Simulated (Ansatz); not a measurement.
Stepwise reaction of `[CH3][Sn][CH3]` with hydrogen sulfide, as a gas-phase model of exchange steps in deposition or etching. ΔE in kJ/mol.

Computed with Ansatz on PBE0-D4/def2-TZVP structures; ΔE is electronic, products minus reactants. CBS: MP2 limit from def2 TZ/QZ plus the TZ coupled-cluster correction, frozen cores. This one scheme is used for every species. Functionals use def2-TZVPP. B3LYP here is the variant with VWN-RPA as its local correlation; programs differ in this. def2 core potentials past Kr. For Sn outer-core shells are correlated without core-valence functions, which leaves a few kJ/mol of doubt a bond. One conformer a species, not always the lowest.

| step | reaction | PBE-D4 | B3LYP-D4 | ωB97M-V | CCSD(T)/CBS |
| --- | --- | --- | --- | --- | --- |
| 1 | `[CH3][Sn][CH3]` + H₂S → `[CH3][Sn][SH]` + CH₄ | -150.6 | -150.2 | -141.4 | -142.1 |
| 2 | `[CH3][Sn][SH]` + H₂S → `[SH][Sn][SH]` + CH₄ | -140.5 | -140.7 | -131.6 | -133.3 |

**Question.** By hand: ΔE of the 2 steps together at CCSD(T)/CBS.

**Answer.** (-142.1) + (-133.3) = -275.4 kJ/mol, or -137.7 kJ/mol a step.

In ΔE each step is higher than the one before. All are downhill at CCSD(T)/CBS. PBE-D4 differs from CCSD(T)/CBS by -8.5 to -7.2 kJ/mol a step. Isolated molecules leave out the surface, adducts and barriers. Largest T1 diagnostic: 0.016.
